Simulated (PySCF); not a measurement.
Computed with TPSSh-D3(BJ)/def2-TZVP // r2SCAN-D4/def2-SVP (PySCF 2.14.0). All species are isolated molecules in the gas phase. 

Reference species: [Zr(Cl)4] (neutral, multiplicity 1).

| Quantity | Result |
|---|---|
| LUMO | -3.18 eV |
| HOMO–LUMO gap | 5.83 eV |
| coordination number | 4 |
| HOMO | -9.01 eV |

Changed species: [Zr(Cl)3(H)] (1 of 4 Cl replaced by H; the reference has 0 of 4 Cl replaced by H).

Problem. What does the change do to the LUMO, HOMO–LUMO gap, coordination number and HOMO?

Solution. the LUMO rises by 0.02 eV, to -3.16 eV; the HOMO–LUMO gap decreases by 0.42 eV, to 5.41 eV; the coordination number hardly moves; the HOMO goes up by 0.44 eV, to -8.57 eV.
